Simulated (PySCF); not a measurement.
Mg(Me)(OSiH3), CH₆MgOSi, SMILES [CH3][Mg][O][SiH3], CAM-B3LYP/def2-SVP optimised geometry. Atoms within 1.6 Å of the plane z = 0.0 Å (x, y, z in Å): Mg1 (0.75, -0.16, 0.00), C2 (2.82, -0.16, 0.00), H3 (3.23, -1.17, 0.11), H4 (3.23, 0.45, 0.83), H5 (3.23, 0.26, -0.93), O6 (-1.05, -0.16, 0.00), Si7 (-2.68, -0.16, 0.00), H8 (-3.23, -0.48, 1.36), H9 (-3.23, -1.17, -0.95), H10 (-3.23, 1.17, -0.39).

Calculation: CAM-B3LYP/def2-TZVP run with PySCF. Cells within 0.4 Å of a nucleus heavier than hydrogen are left out (blank, or x).

Map of the electrostatic potential (hartree/e), clipped to [-0.08, 0.12] on the plane z = 0.0 Å:

```
|1111111122222222222222222222222|
|1111111112222222222222222222222|
|1111111111222222222222222222222|
|1111111111222222222222222222222|
|1111111111122222222222222222222|
|1111111111122222222222222222222|
|1111111111122222333332222222222|
|1111111111112223333332222222222|
|1111111111112233444333222222222|
|1111111111111234455433222221111|
|1111134321111235676543222111111|
|1111289953210136999743222111111|
|1111399999410049999963333211111|
|1112499999954479999987999411111|
|1123899999999999999999999920011|
|1224999xx999xx999xx999xx9920011|
|1224999xx999xx999x9999xx9920011|
|1123799999999999999999999931011|
|1112489999943269999986999941111|
|1111236999510049999953799952111|
|1111112344210136899743489732111|
|1111111122211234666543344322221|
|1111111111112234454433333222222|
|1111111111122233344333322222222|
|1111111111122223333333222222222|
|1111111111222222333332222222222|
|1111111111222222222222222222222|
|1111111111222222222222222222222|
|1111111112222222222222222222222|
|1111111112222222222222222222222|
|1111111122222222222222222222222|
```
Scale: ten equal steps from -0.032 (start of '0') to 0.120 (end of '9'), in the order '0123456789'; x runs from -5.50 to 5.50, y from -5.50 (bottom) to 5.50 (top).
